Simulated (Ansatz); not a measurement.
Basis sets compared for Al3O3⁺. Charge 1, multiplicity 1. Geometry r2SCAN-D4/def2-SVP. Ansatz on 4 threads of Arm Neoverse V1 on a shared host; times are rough, and most runs start from earlier orbitals.

Cartesian coordinates in Å:
```
Al -2.814 0.790 0.604
Al 0.314 1.029 -1.458
Al 2.653 -1.338 0.281
O -0.166 -0.528 0.673
O -1.027 0.426 0.011
O 1.039 -0.379 -0.111
```

The structure holds 2 bond(s) between oxygen atoms. Another isomer (singlet) lies 8.22 eV lower at PBE0-D4/def2-TZVP; other spin states weren't run for this one.

| level | functions | energy (Eh) | HOMO (eV) | LUMO (eV) | wall time |
| --- | --- | --- | --- | --- | --- |
| PBE-D4/def2-SVP | 96 | -951.6032 | -9.50 | -7.67 | 0.8 s |
| PBE0-D4/def2-SVP | 96 | -951.6367 | -10.44 | -6.65 | 1.1 s |

(1) Estimate the rows for PBE-D4/def2-TZVP (with forces), PBE0-D4/def2-TZVP.

Results:

(1) 
| level | functions | energy (Eh) | HOMO (eV) | LUMO (eV) | wall time |
| --- | --- | --- | --- | --- | --- |
| PBE-D4/def2-TZVP (with forces) | 204 | -952.1311 | -9.53 | -7.72 | 2.2 s |
| PBE0-D4/def2-TZVP | 204 | -952.1607 | -10.47 | -6.68 | 2.7 s |
